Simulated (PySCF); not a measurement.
B(Cl)(I)(OH), HBClIO, SMILES OB(Cl)I at its B3LYP/def2-SVP optimised geometry (Å):

```
5

B     -0.3360     0.0442     0.0000
Cl     1.4360     0.0442     0.0000
I     -1.4360     1.8954     0.0000
O     -1.0372    -1.0958     0.0009
H     -0.4904    -1.8954     0.0008
```

Method: PySCF with B3LYP/def2-TZVP, def2 effective core potentials past Kr. The core electrons that the potentials of I replace are not part of the density.

Map of the electron localisation function on the plane z = 0.8 Å:

```
|000000011222210000000000000|
|000001234555431000000000000|
|000012456777763100000000000|
|000235678899875200000000000|
|002457888899985200000000000|
|013678876689985100000000000|
|025789853468873000000000000|
|036899843357751000121000000|
|036899864457630002454210000|
|036789976677520036776420000|
|024688887777621268998631000|
|013456666677533589999741000|
|001122112355335789999741000|
|000000000123236789999741000|
|000000002355335789999741000|
|000000146787522589998631000|
|000001478987510268987531000|
|000002688987410036776410000|
|000002577776410013554200000|
|000001345555520001221000000|
|000000112235530000000000000|
|000000000013430000000000000|
|000000000001210000000000000|
|000000000000000000000000000|
|000000000000000000000000000|
|000000000000000000000000000|
|000000000000000000000000000|
```
Scale: ten equal steps from 0.000 (start of '0') to 0.895 (end of '9'), in the order '0123456789'; x runs from -4.00 to 4.00, y from -4.00 (bottom) to 4.00 (top).
